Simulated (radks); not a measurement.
Species: Ce4+. Configuration: [Xe].

Calculated with a radial shooting solver on a logarithmic mesh with Libxc functionals: Dirac Kohn-Sham, relativistic LDA (MacDonald-Vosko exchange, VWN5 correlation), spin-unpolarised, spherical densities, finite nucleus; Fermi nuclear charge, rms radius 4.8771 fm.

Energy parts (eV):
| part | energy |
|---|---|
| total | -240595.17 |
| kinetic | 257310.21 |
| electron-nucleus | -583490.97 |
| Hartree | 90699.59 |
| exchange-correlation | -5114.01 |

Orbitals (lengths in bohr, moments of r in powers of bohr; r(max) is where P^2 peaks; r(90%) holds 90 % of the orbital's charge):
orbital  occ.  eigenvalue (eV)   r(max)  r(90%)      <r>
1s1/2       2        -40027.62  0.01581  0.0445  0.02467
2s1/2       2        -6453.421  0.08955   0.163   0.1051
2p1/2       2        -6103.272  0.06815   0.145  0.08818
2p3/2       4        -5661.385  0.07339   0.153  0.09435
3s1/2       2        -1426.435   0.2557   0.410   0.2793
3p1/2       2        -1276.702   0.2422   0.404   0.2688
3p3/2       4        -1189.848   0.2536   0.421   0.2809
3d3/2       4        -925.6820   0.2034   0.394   0.2517
3d5/2       6        -906.9398   0.2067   0.399   0.2555
4s1/2       2        -323.7306   0.5937   0.915   0.6367
4p1/2       2        -267.8083   0.6022   0.952   0.6543
4p3/2       4        -248.7990   0.6266   0.990   0.6813
4d3/2       4        -156.2959   0.6455    1.10   0.7320
4d5/2       6        -152.9163   0.6534    1.11   0.7414
5s1/2       2         -78.9083    1.343    2.08    1.460
5p1/2       2         -62.4633    1.450    2.30    1.598
5p3/2       4         -59.1846    1.510    2.39    1.662
4f5/2       0         -47.9650   0.6832    1.59   0.9595
4f7/2       0         -47.5687   0.6873    1.60   0.9659
6s1/2       0         -29.4014    2.920    4.29    3.060

The highest occupied level is 5p3/2 at -59.185 eV. Summed over all electrons, <r^2> = 34.78 bohr^2, which gives a Langevin (diamagnetic) susceptibility term of -27.5 x 10^-6 cm^3/mol. The electron density at the nucleus is 3.782e+05 e/bohr^3.
